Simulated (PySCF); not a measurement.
Computed magnetic data of one metal complex (SC-NEVPT2 in the d shell, PySCF, with spin-orbit coupling):

```json
{"T / K": "2", "χT / cm³ K mol⁻¹": "0.433", "μeff / μB": "1.86"}
{"T / K": "5", "χT / cm³ K mol⁻¹": "1.031", "μeff / μB": "2.87"}
{"T / K": "10", "χT / cm³ K mol⁻¹": "1.562", "μeff / μB": "3.54"}
{"T / K": "20", "χT / cm³ K mol⁻¹": "1.879", "μeff / μB": "3.88"}
{"T / K": "30", "χT / cm³ K mol⁻¹": "2.027", "μeff / μB": "4.03"}
{"T / K": "50", "χT / cm³ K mol⁻¹": "2.246", "μeff / μB": "4.24"}
{"T / K": "75", "χT / cm³ K mol⁻¹": "2.442", "μeff / μB": "4.42"}
{"T / K": "100", "χT / cm³ K mol⁻¹": "2.574", "μeff / μB": "4.54"}
{"T / K": "150", "χT / cm³ K mol⁻¹": "2.733", "μeff / μB": "4.67"}
{"T / K": "200", "χT / cm³ K mol⁻¹": "2.822", "μeff / μB": "4.75"}
{"T / K": "250", "χT / cm³ K mol⁻¹": "2.879", "μeff / μB": "4.80"}
{"T / K": "300", "χT / cm³ K mol⁻¹": "2.918", "μeff / μB": "4.83"}
```

Powder magnetisation at 2 K: 0.19 μB at 0.5 T, 0.38 μB at 1 T, 0.75 μB at 2 T, 1.07 μB at 3 T, 1.60 μB at 5 T, 1.97 μB at 7 T.

Question: Which of these complexes, all computed at model or optimised geometries, gave the data?
A. [MnF5]2- (d4, square pyramidal)
B. [Cr(NH3)6]2+ (d4, octahedral)
C. MnBr3 (d4, trigonal planar)
D. [MnBr4]- (d4, tetrahedral)

Answer: D. [MnBr4]- (d4, tetrahedral) has NEVPT2: 2S+1 = 5, 4.83 μB at 300 K, 3.54 μB at 10 K, 1.97 μB at 7 T. The others: [MnF5]2- (d4, square pyramidal) has NEVPT2: 2S+1 = 5, 4.87 μB at 300 K, 4.75 μB at 10 K, 3.34 μB at 7 T; [Cr(NH3)6]2+ (d4, octahedral) has NEVPT2: 2S+1 = 5, 4.88 μB at 300 K, 4.82 μB at 10 K, 3.67 μB at 7 T; MnBr3 (d4, trigonal planar) has NEVPT2: 2S+1 = 5, 4.71 μB at 300 K, 2.81 μB at 10 K, 1.46 μB at 7 T.

On [MnBr4]-: The geometry is a model, and the complex may not exist in this form. The ground state is orbitally degenerate in this regular structure, which would distort (Jahn–Teller), so its moment is that of the undistorted model.
